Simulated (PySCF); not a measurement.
Compound: C7H7N2 (doublet state).
SMILES with atom numbers: `[CH2:1]=[N:2][c:3]1[cH:4][cH:5][cH:6][cH:7][c:8]1[NH:9]` (hydrogens: H10, H11 on C1; H12 on C4; H13 on C5; H14 on C6; H15 on C7; H16 on N9)

Cartesian coordinates in Å at the GFN2-xTB level; atoms count from 1:
```
atom  x, y, z in Å
C1     2.675    0.288   -0.609
N2     1.879   -0.023    0.319
C3     0.549   -0.172    0.290
C4    -0.072   -1.187    1.018
C5    -1.441   -1.305    1.044
C6    -2.243   -0.384    0.348
C7    -1.681    0.633   -0.361
C8    -0.264    0.810   -0.440
N9     0.203    1.783   -1.150
H10    2.442    0.197   -1.671
H11    3.682    0.577   -0.344
H12    0.555   -1.901    1.531
H13   -1.903   -2.107    1.600
H14   -3.318   -0.490    0.384
H15   -2.282    1.357   -0.887
H16    1.209    1.934   -1.084
```

The hyperfine couplings belong to this conformer and change with its torsions.

Computed, not measured: UKS B3LYP, pcH-1 on C H N, non-relativistic, mean-field spin-orbit, GIAO (PySCF). Geometry: GFN2-xTB, one conformer, isolated molecule. A GFN2-xTB geometry isn't a minimum of the functional, and hyperfine couplings can be far from their values at a DFT geometry. The frame is twisted about the N2–C3 bond at this geometry (dihedral C1–N2–C3–C8 = -43°); couplings at other torsion angles weren't computed. No stability test was run, so a lower SCF solution isn't excluded. ⟨S²⟩ is 0.784 where a pure state has 0.75.

(1) Match the computed a_iso(14N) values +17.2, +11.5 MHz with the sites N2; N9.

Results:

(1) 
| site | a_iso (MHz) | ρ(0) (bohr⁻³) | position | distance from N9 (Å) | spin population | largest \|T\| (MHz) |
| --- | --- | --- | --- | --- | --- | --- |
| N2 | +11.5 | +0.0355 | 3 bonds from N9 | 2.87 | +0.03 | 9.9 |
| N9 | +17.2 | +0.0531 | largest spin population | 0.00 | +0.51 | 46.9 |

ρ(0) is the spin density at the nucleus and T the dipolar tensor. The largest Mulliken spin populations are on N9 (+0.51), C5 (+0.30), C3 (+0.28) and C7 (+0.24). Four atoms exceed +0.15.

β density exceeds α density at some nuclei, such as C8 (-0.0325), C6 (-0.0185) and C4 (-0.0183), spin density in bohr⁻³. In a single determinant that takes different orbitals for the two spins, that is spin polarisation.

The SMILES `C=Nc1ccccc1[NH]` draws the unpaired electron on N9, whose computed spin population is only +0.51.

Time: 1.7 min (with the writing of density and orbital grids); peak memory 0.97 GiB. Hardware: one thread, Arm Neoverse V1 (aarch64), shared host with 32 logical CPUs at a one-minute load of 23.
